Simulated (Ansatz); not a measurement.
Program: Ansatz. Geometries: PBE0-D4/def2-TZVP. ΔE: electronic, gas phase. CBS: MP2 limit from def2 TZ/QZ plus the TZ coupled-cluster correction, frozen cores. This one scheme is used for every species. Functionals use def2-TZVPP. B3LYP here is the variant with VWN-RPA as its local correlation; programs differ in this. One conformer a species, not always the lowest.

Reaction (formal exchange of groups at the Si–O bond): `B[Si](F)(Cl)O[SiH3]` + `FBF` → `FB(F)[SiH3]` + `B[Si](O)(F)Cl`

```tsv
level	ΔE (kcal/mol)	difference from CCSD(T)/CBS
PBE-D4	24.5	-6.3
r2SCAN-D4	28.8	-2.0
PBE0-D4	26.9	-3.9
B3LYP-D4	30.7	-0.1
ωB97X-V	29.3	-1.5
ωB97M-V	30.2	-0.6
B2PLYP	31.0	0.2
PBE	23.7	-7.1
r2SCAN	28.5	-2.3
PBE0	26.1	-4.7
B3LYP	29.5	-1.3
HF/def2-TZVPP	36.2	5.4
MP2/def2-TZVPP	32.7	1.9
SCS-MP2/def2-TZVPP	33.4	2.6
CCSD/def2-TZVPP	31.3	0.5
CCSD(T)/def2-TZVPP	30.6	-0.2
HF/def2-QZVPP	36.9	6.1
MP2/def2-QZVPP	33.1	2.3
SCS-MP2/def2-QZVPP	33.7	2.9
HF/CBS(def2)	37.0	6.2
MP2/CBS(def2)	33.0	2.2
CCSD/CBS(def2)	31.6	0.8
CCSD(T)/CBS	30.8	0
```

Largest T1 diagnostic among the species: 0.014.

From PBE to PBE0 (25 % exact exchange), in def2-TZVPP and without D4, ΔE moves by +2.5 kcal/mol. In def2-TZVPP, CCSD(T) changes the Hartree–Fock value by −5.6 kcal/mol (the triples alone add −0.7 kcal/mol) and MP2 by −3.5 kcal/mol. The D4 term adds +1.3 kcal/mol with B3LYP and +0.8 kcal/mol with PBE0; it sums over pairs of atoms, weighted by their polarisabilities, and B3LYP, whose exchange is more repulsive, gets the larger term.
